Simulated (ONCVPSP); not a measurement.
## tantalum (Ta), ONCV: configuration errors across variants

- Element: Ta
- Generator: ONCVPSP 4.0.1
- Type: optimised norm-conserving Vanderbilt (ONCV)
- Functional: revPBE
- Relativity: fully relativistic
- Frozen core: [Kr] 4d10 4f14
- Valence charge: 13
- Reference configuration: 5s2 5p6 5d3 6s1 (charge +1)
- Partial waves: 5s+6s: rc 1.60 bohr, ncon 4, nbas 7, qcut 6.9 1/bohr, 2 projectors; 5p: rc 1.25 bohr, ncon 3, nbas 6, qcut 6.8 1/bohr, 2 projectors, debl 2.8 Ha; 5d: rc 2.95 bohr, ncon 4, nbas 9, qcut 4.6 1/bohr, 2 projectors, debl 1.1 Ha
- Local potential: polynomial inside 0.90 bohr (lpopt 5, dvloc0 -1 Ha)
- Core correction: Teter function, fcfact 3, rcfact 1.35

Open shells are filled in proportion to 2j + 1.

All-electron excitation energies from the reference (eV): (1) 5s2 5p6 5d3 6s2 -8.398; (2) 5s2 5p6 5d3 6s0 14.834; (3) 5s2 5p6 5d2 6s0 38.314; (4) 5s2 5p6 5d3 6s1 6p1 -4.268.

1 further variants failed, have other tests or too few solved ones, and are left out.

A true bound ghost makes a file unfit for plane-wave use even where its test errors are small: the radial tests pick states by their node count and pass the ghost by.

Errors AE − PS in meV (a dash: test not solved or not reliable):

```tsv
change	(1)	(2)	(3)	(4)	bound ghosts	GHOST(+) flags above zero
base	+2.9	+1.7	+48	+2.0	s	p3/2, d5/2, p1/2, d3/2
s: rc 1.32	+3.4	+2.8	+49	+2.0	s	p3/2, d5/2, p1/2, d3/2
s: rc 1.48	+3.2	+2.3	+48	+2.0	s	p3/2, d5/2, p1/2, d3/2
s: rc 1.82	+2.5	+0.6	+48	+2.0	s	p3/2, d5/2, p1/2, d3/2
s: rc 2.16	+1.7	-1.0	+47	+2.0	s	p3/2, d5/2, p1/2, d3/2
s: rc 2.34	+1.5	-1.6	+47	+2.1	s	p3/2, d5/2, p1/2, d3/2
```

Task: Give the same row for: s: rc 1.98.

Result: +2.1, -0.3, +47, +2.0; bound ghosts: s; GHOST(+) flags above zero: p3/2, d5/2, p1/2, d3/2.
